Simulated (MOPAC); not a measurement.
MOPAC input (PM7):

```
PM7 PRECISE GNORM=0.05 LET XYZ CHARGE=-1 GEO-OK AUX(PRECISION=9) THREADS=1
F3Ge

Ge    0.12479530 1   -0.15344757 1    0.38922737 1
F    -1.03543107 1    1.26251534 1    0.24928679 1
F     1.34647377 1    0.50266349 1   -0.81396818 1
F    -0.75475931 1   -1.21958748 1   -0.81923815 1
```

From the last part of the output:

```
                                                       MOPAC v23.2.5 Linux

          FINAL HEAT OF FORMATION =       -238.23257 KCAL/MOL =    -996.76507 KJ/MOL

          COSMO AREA              =         92.88 SQUARE ANGSTROMS
          COSMO VOLUME            =         79.29 CUBIC ANGSTROMS

          GRADIENT NORM           =          0.02969          =       0.01484 PER ATOM
          IONIZATION POTENTIAL    =          3.599067 EV
          HOMO LUMO ENERGIES (EV) =         -3.599  5.652
          NO. OF FILLED LEVELS    =         13
          MOLECULAR WEIGHT        =        129.5852         POINT GROUP:  C3v

          MOLECULAR DIMENSIONS (Angstroms)

            Atom       Atom       Distance
            F     4    F     2     2.41644
            F     3    F     2     2.09270
            F     3   Ge     1     0.78205

          SCF CALCULATIONS        =          7

   ATOM   CHEMICAL          X               Y               Z
  NUMBER   SYMBOL      (ANGSTROMS)     (ANGSTROMS)     (ANGSTROMS)

     1      Ge          0.09503233  *  -0.11685114  *   0.29638275  *
     2       F         -0.91790063  *   1.11917761  *   0.23120152  *
     3       F          1.20061995  *   0.44334140  *  -0.71447528  *
     4       F         -0.66825829  *  -1.08846266  *  -0.71916250  *

                             CARTESIAN COORDINATES

   1   Ge        0.095032331    -0.116851144     0.296382755
   2    F       -0.917900627     1.119177612     0.231201518
   3    F        1.200619950     0.443341403    -0.714475282
   4    F       -0.668258289    -1.088462661    -0.719162503

           Empirical Formula: Ge F3  =     4 atoms

      MOLECULAR POINT GROUP   :   C3v

                  EIGENVALUES
 -31.61254 -31.61244 -31.58003 -14.07775  -9.03574  -8.96569  -8.96566  -8.09942
  -8.09939  -7.93031  -7.22617  -7.22611  -3.59907   5.65163   5.65163   6.61711

              NET ATOMIC CHARGES AND DIPOLE CONTRIBUTIONS

  ATOM NO.   TYPE          CHARGE      No. of ELECS.   s-Pop       p-Pop
    1         Ge           0.731214        3.2688     1.68735     1.58144
    2          F          -0.577073        7.5771     1.93696     5.64011
    3          F          -0.577070        7.5771     1.93696     5.64011
    4          F          -0.577070        7.5771     1.93696     5.64011
 DIPOLE           X         Y         Z       TOTAL
 POINT-CHG.     1.387    -1.705     4.325     4.851
 HYBRID        -0.648     0.796    -2.020     2.266
 SUM            0.739    -0.908     2.304     2.585

          ATOMIC ORBITAL ELECTRON POPULATIONS

     Atom    s        px        py        pz
    1 Ge   1.68735   0.39614   0.41792   0.76738
    2  F   1.93696   1.85860   1.81991   1.96160
    3  F   1.93696   1.82904   1.91880   1.89227
    4  F   1.93696   1.89505   1.85352   1.89155

 **********************
 *                    *
 * JOB ENDED NORMALLY *
 *                    *
 **********************

 == MOPAC DONE ==
```

The dipole moment of an ion depends on the origin.
